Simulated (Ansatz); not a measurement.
Coupled-cluster diagnostics for Be2Te3 (the lowest singlet isomer of a short search), Ansatz.

Geometry of the singlet (PBE0-D4/def2-SVP):

Cartesian coordinates in Å:
```
Be 0.4462 0.0748 1.2328
Be -1.0898 0.4253 -0.5968
Te 0.1803 -0.6247 -2.1279
Te 1.9655 -1.0428 0.0071
Te -1.5022 1.1674 1.4847
```

In the def2 sets Te takes a core potential; there is no spin–orbit coupling. Correlated methods freeze 12 core orbitals; core or outer-core shells of Te are correlated, in sets that lack core-valence functions. The structure comes from a short search, and lower isomers may exist.

Q: Estimate the CCSD(T) correlation energy, the shares of MP2 and (T), T1 and the reference's ⟨S²⟩ for: charge 0, singlet, own geometry in def2-TZVPP; and the rough time on 4 threads of Arm Neoverse V2 on a shared host.

A: 
| state | basis | correlation (eV) | MP2 share (%) | (T) share (%) | T1 | ⟨S²⟩ (pure) | wall time |
| --- | --- | --- | --- | --- | --- | --- | --- |
| charge 0, singlet, own geometry | def2-TZVPP | -40.099 | 102.0 | 2.8 | 0.011 | 0.00 (0.00) | 2.3 min |
Customary marks for T1 are 0.02 (closed shells), 0.045 (open shells) and about 0.05 (3d metals). T1 stays under 0.02 throughout.
